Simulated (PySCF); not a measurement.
H11N2Si4 (doublet state).
Geometry (GFN2-xTB, Å), atoms numbered from 1 in this order:
```xyz
17
H11N2Si4 angstrom
N      3.416   -0.258   -0.690
Si     2.073   -0.088    0.386
Si     0.317   -0.260   -1.066
N     -1.215    0.040   -0.247
Si    -2.393   -1.193    0.081
Si    -1.536    1.620    0.402
H      4.343   -0.279   -0.300
H      3.427    0.260   -1.553
H      2.410   -1.074    1.431
H      2.042    1.208    1.107
H      0.070   -1.534   -1.779
H     -2.527   -1.351    1.531
H     -1.912   -2.433   -0.520
H     -3.673   -0.789   -0.502
H     -0.574    2.527   -0.223
H     -1.369    1.603    1.858
H     -2.907    2.011    0.073
```

The hyperfine couplings belong to this conformer and change with its torsions.

Identity: `N[SiH2][SiH]N([SiH3])[SiH3]` [radical].

Computed, not measured: UKS B3LYP, pcH-1 on H N Si, non-relativistic, mean-field spin-orbit, GIAO (PySCF 2.14.0). Geometry: GFN2-xTB, one conformer, isolated molecule. A GFN2-xTB geometry isn't a minimum of the functional, and hyperfine couplings can be far from their values at a DFT geometry, by a factor of two or more for some ions and for spin on atoms past the first row. No stability test was run, so a lower SCF solution isn't excluded.

(1) Match the computed a_iso(14N) values +7.6, -2.2 MHz with the sites N1; N4.

(2) The isotropic 29Si couplings are -404.5, -105.4, -16.0, -10.0 MHz. Assign them to Si2; Si3; Si5; Si6.

## Answers

(1) 
```tsv
site	a_iso (MHz)	ρ(0) (bohr⁻³)	position	distance from Si3 (Å)	spin population	largest |T| (MHz)
N1	-2.2	-0.0068	2 bonds from Si3	3.12	+0.01	1.0
N4	+7.6	+0.0234	1 bond from Si3	1.76	+0.06	9.2
```

(2) 
```json
{"site": "Si2", "a_iso (MHz)": "-105.4", "ρ(0) (bohr⁻³)": "+0.1187", "position": "1 bond from Si3", "distance from Si3 (Å)": "2.28", "spin population": "+0.06", "largest |T| (MHz)": "23.2"}
{"site": "Si3", "a_iso (MHz)": "-404.5", "ρ(0) (bohr⁻³)": "+0.4561", "position": "largest spin population", "distance from Si3 (Å)": "0.00", "spin population": "+0.84", "largest |T| (MHz)": "148.0"}
{"site": "Si5", "a_iso (MHz)": "-16.0", "ρ(0) (bohr⁻³)": "+0.0180", "position": "2 bonds from Si3", "distance from Si3 (Å)": "3.09", "spin population": "0.00", "largest |T| (MHz)": "2.8"}
{"site": "Si6", "a_iso (MHz)": "-10.0", "ρ(0) (bohr⁻³)": "+0.0112", "position": "2 bonds from Si3", "distance from Si3 (Å)": "3.02", "spin population": "0.00", "largest |T| (MHz)": "2.3"}
```

ρ(0) is the spin density at the nucleus and T the dipolar tensor; a_iso includes a spin–orbit part; entries for several nuclei are means. The Mulliken spin populations are largest on Si3 (+0.84), Si2 (+0.06) and N4 (+0.06). Si3 is the only atom above +0.15. The angles at Si3 add up to 334.1°, so it is pyramidal.

Class means assume fast exchange of nuclei equivalent by connectivity; if that motion is slow, each nucleus keeps its own coupling. Si5 and Si6, with what hangs on them, aren't averaged: N4 is flat or nearly so (angle sum 360°), and its turn about the short N4–Si3 bond (1.76 Å) is taken as slow. The three 1H nuclei of mean +6.0 MHz run from -2.0 to 17.1 MHz in the frozen geometry. The three 1H nuclei of mean +1.9 MHz run from -0.8 to 7.1 MHz in the frozen geometry. The 1H value of +28.2 MHz is a mean of couplings from -7.3 to 63.7 MHz in this one geometry, not an average over conformers.
